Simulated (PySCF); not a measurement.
Steps of a relaxation of [GdCl2]+

[GdCl2]+ (singlet in the valence; each metal's 4f electrons, 7 of them, lie in its core potential, out of spins and levels). PySCF 2.14.0, RKS PBE0, Gd lcecp-1-SVP with ECP53, Cl def2-SVP; non-relativistic Hamiltonian with scalar-relativistic core potentials where named; density fitting; no spin-orbit coupling. Origin of the start: template. Columns: position (Å) and force (eV/Å). Energies are counted from the last step; some of the 9 steps are shown. Forces carry noise of the integration grid, about 0.01 to 0.03 eV/Å.

Run from Python with OMP_NUM_THREADS=2. Where DIIS fails, smearing, a level shift and second-order steps follow.
It took 32 s on 2 threads of AMD EPYC 7R43 64-Core Processor (Zen 3), on a shared host, from the converged density of the start.

```xyz
3
step 0  E = 0.735 eV
Gd    0.0000    0.0000   -0.3303     0.00    0.00    1.90
Cl    2.4044    0.0000    0.7457    -2.31    0.00   -0.95
Cl   -2.4044    0.0000    0.7457     2.31    0.00   -0.95
```

```xyz
3
step 3  E = 0.055 eV
Gd    0.0000    0.0000   -0.3592     0.00    0.00   -0.25
Cl    2.1349    0.0000    0.7602    -0.11    0.00    0.12
Cl   -2.1349    0.0000    0.7602     0.11    0.00    0.12
```

```xyz
3
step 5  E = 0.007 eV
Gd    0.0000    0.0000   -0.5037     0.00    0.00    0.25
Cl    2.0116    0.0000    0.8324    -0.24    0.00   -0.13
Cl   -2.0116    0.0000    0.8324     0.24    0.00   -0.13
```

Question: Where does the relaxation end?

Answer: It converges at step 8 in C2v:
```xyz
3
step 8  E = 0
Gd    0.0000    0.0000   -0.5303
Cl    1.9613    0.0000    0.8458
Cl   -1.9613    0.0000    0.8458
```

Question: How did the contacts change?

Answer: 
```csv
contact,start (Å),end (Å)
Gd1–Cl2 (Cl),2.634,2.396
Gd1–Cl3 (Cl),2.634,2.396
```


An lcecp potential fixes the number of 4f electrons, so in runs with it no electron can move into or out of that shell.
